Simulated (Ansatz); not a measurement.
`[CH3][Ge]([CH3])([CH3])[Ge]([CH3])([CH3])[Ge]([CH3])([CH3])[Ge]([CH3])([CH3])[CH3]` was relaxed with PBE-D4 (def2-SVP) in Ansatz in these states: charge +1 doublet, charge -1 doublet, neutral singlet. The geometries follow in no particular order.

Single mean-field runs in def2-SVP are fitted with def2-universal-jkfit.

A:

```xyz
44

C    -1.246    3.267   -2.664
Ge    0.258    2.224   -1.921
C     1.177    1.188   -3.312
C     1.477    3.337   -0.862
Ge   -0.988    0.707   -0.323
C    -1.519    1.710    1.283
C    -2.543   -0.137   -1.180
Ge    0.816   -0.956    0.046
C     2.583   -0.179    0.421
C     0.902   -2.227   -1.452
Ge   -0.123   -2.030    2.137
C    -2.034   -2.426    1.935
C     0.960   -3.680    2.204
C     0.257   -0.836    3.646
H    -1.790    3.810   -1.868
H    -0.816    4.008   -3.369
H    -1.950    2.617   -3.217
H     1.564    1.895   -4.074
H     2.037    0.626   -2.901
H     0.485    0.485   -3.813
H     0.929    3.882   -0.069
H     2.284    2.737   -0.401
H     1.943    4.083   -1.539
H    -2.179    2.551    0.987
H    -2.093    1.057    1.971
H    -0.639    2.119    1.814
H    -3.280    0.647   -1.452
H    -3.036   -0.841   -0.481
H    -2.249   -0.684   -2.095
H     2.525    0.595    1.209
H     3.270   -0.982    0.759
H     3.010    0.264   -0.500
H     1.258   -1.720   -2.370
H    -0.088   -2.680   -1.650
H     1.622   -3.033   -1.205
H    -2.357   -3.040    2.800
H    -2.644   -1.502    1.926
H    -2.230   -3.003    1.010
H     0.660   -4.235    3.117
H     2.040   -3.449    2.269
H     0.770   -4.321    1.322
H    -0.309    0.112    3.572
H    -0.047   -1.350    4.581
H     1.339   -0.610    3.710
```

B:

```xyz
44

C     0.820   -3.575   -2.874
Ge   -0.321   -2.090   -2.232
C    -0.570   -0.800   -3.714
C    -2.092   -2.821   -1.733
Ge    0.696   -0.978   -0.306
C     0.536   -2.140    1.299
C     2.632   -0.674   -0.640
Ge   -0.396    1.170    0.109
C    -2.363    0.980   -0.105
C     0.233    2.493   -1.233
Ge    0.115    1.959    2.367
C     2.046    1.740    2.747
C    -0.354    3.872    2.569
C    -0.910    0.911    3.698
H     0.962   -4.332   -2.077
H     0.352   -4.072   -3.748
H     1.817   -3.199   -3.178
H    -1.009   -1.306   -4.598
H    -1.250    0.019   -3.408
H     0.399   -0.353   -4.014
H    -1.991   -3.564   -0.917
H    -2.766   -2.013   -1.386
H    -2.563   -3.321   -2.604
H     1.013   -3.124    1.117
H     1.036   -1.665    2.168
H    -0.528   -2.308    1.557
H     3.149   -1.638   -0.816
H     3.100   -0.176    0.233
H     2.778   -0.030   -1.530
H    -2.763    0.220    0.595
H    -2.871    1.945    0.098
H    -2.608    0.667   -1.140
H    -0.001    2.143   -2.259
H     1.328    2.639   -1.155
H    -0.263    3.471   -1.072
H     2.286    2.118    3.762
H     2.334    0.671    2.697
H     2.659    2.299    2.012
H    -0.116    4.221    3.595
H    -1.436    4.031    2.388
H     0.214    4.492    1.848
H    -0.657   -0.165    3.627
H    -0.678    1.259    4.725
H    -1.999    1.024    3.528
```

C:

```xyz
44

C     2.2305    0.7943   -4.7231
Ge    1.5229   -0.3996   -3.2550
C     0.2007   -1.5758   -4.1932
C     3.0579   -1.6207   -2.8462
Ge    0.5403    0.4697   -1.0936
C     2.0860    1.5544   -0.3767
C    -0.7266    1.9036   -1.7431
Ge   -0.6746   -0.4419    1.0325
C     0.3593   -2.1015    1.5389
C    -2.3776   -1.2121    0.2646
Ge   -1.4242    0.3794    3.3031
C    -2.4637    2.0815    3.1180
C    -2.5345   -0.7261    4.5785
C     0.1783    0.9003    4.3871
H     3.0534    1.4322   -4.3369
H     2.6198    0.1941   -5.5767
H     1.4273    1.4616   -5.1004
H     0.6666   -2.0974   -5.0571
H    -0.1941   -2.3376   -3.4898
H    -0.6586   -0.9801   -4.5674
H     3.9070   -1.0473   -2.4185
H     2.7519   -2.3826   -2.1002
H     3.4127   -2.1430   -3.7609
H     2.4440    2.2914   -1.1264
H     1.7600    2.0979    0.5356
H     2.9357    0.8951   -0.1007
H    -0.2119    2.6223   -2.4140
H    -1.1354    2.4567   -0.8716
H    -1.5772    1.4546   -2.2964
H     1.2774   -1.8366    2.1044
H    -0.2538   -2.7827    2.1663
H     0.6649   -2.6391    0.6162
H    -2.1520   -1.7230   -0.6948
H    -3.1155   -0.4084    0.0623
H    -2.8380   -1.9439    0.9603
H    -2.6616    2.5434    4.1095
H    -1.8971    2.8051    2.4964
H    -3.4383    1.8943    2.6195
H    -2.7409   -0.1674    5.5196
H    -2.0023   -1.6660    4.8365
H    -3.5046   -0.9982    4.1118
H     0.8272    1.5858    3.8043
H    -0.1197    1.4097    5.3288
H     0.7785    0.0036    4.6484
```

Question: Judge from the bond lengths which geometry belongs to which state (an estimate).

Answer: A is the charge +1 doublet (Ge5–Ge8 2.481 Å, Ge8–Ge11 2.531 Å, Ge2–Ge5 2.531 Å); B is the neutral singlet (Ge5–Ge8 2.445 Å, Ge8–Ge11 2.445 Å, Ge2–Ge5 2.445 Å); C is the charge -1 doublet (Ge5–Ge8 2.613 Å, Ge8–Ge11 2.528 Å, Ge2–Ge5 2.528 Å).

At PBE-D4/def2-SVP the highest occupied level of the relaxed charge -1 doublet lies above zero (up to 1.19 eV). By energy differences it is unbound by 0.48 eV (each at its own geometry, against the charge 0 singlet, at PBE0-D4/def2-TZVP) and held by the finite basis.
